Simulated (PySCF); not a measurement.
## Dipole response of Cd(47+) (cadmium, charge +47)

1s1, 2S determinant. Calculation: PySCF 2.14, in an even-tempered Gaussian basis (15 s from 90 bohr⁻², ratio 2.2; 7 p from 140 bohr⁻², ratio 2.4; 4 d from 410 bohr⁻², ratio 2.4; 3 f from 610 bohr⁻², ratio 2.4; 3 g from 920 bohr⁻², ratio 2.4); the non-relativistic Hamiltonian (point nucleus). Coupled (time-dependent) response in atomic units; α is the mean over directions.

```json
{"method": "UHF", "mean α (bohr³)": "8.476e-07", "C₆ (like pair)": "5.313e-10", "S(−4)": "9.420e-13"}
```

S(−4) is the Cauchy moment in α(ω) = α(0) + S(−4) ω² + …

α(iu) at UHF:

```json
{"u (hartree)": "0", "α(iu) (bohr³)": "8.476e-07"}
{"u (hartree)": "100", "α(iu) (bohr³)": "8.383e-07"}
{"u (hartree)": "200", "α(iu) (bohr³)": "8.117e-07"}
{"u (hartree)": "400", "α(iu) (bohr³)": "7.213e-07"}
{"u (hartree)": "600", "α(iu) (bohr³)": "6.107e-07"}
{"u (hartree)": "800", "α(iu) (bohr³)": "5.053e-07"}
{"u (hartree)": "1000", "α(iu) (bohr³)": "4.156e-07"}
{"u (hartree)": "1500", "α(iu) (bohr³)": "2.611e-07"}
{"u (hartree)": "2000", "α(iu) (bohr³)": "1.740e-07"}
{"u (hartree)": "3000", "α(iu) (bohr³)": "9.057e-08"}
{"u (hartree)": "5000", "α(iu) (bohr³)": "3.636e-08"}
```

A single London oscillator, α(iu) = α/(1 + u²/ω²), gives C₆ = (3/4) ω α². Matching the computed C₆ needs ω = 4 × 5.313e-10 / (3 × 8.476e-07²) = 986 hartree.

For a non-relativistic one-electron ion the exact value is 9/(2Z⁴) = 8.477e-07 bohr³; Hartree-Fock is exact here up to the basis.

For an ion, C₆ is the dispersion term alone; charge-induced terms of lower order in 1/R come first.

A non-relativistic calculation at this Z misses sizeable relativistic shifts.
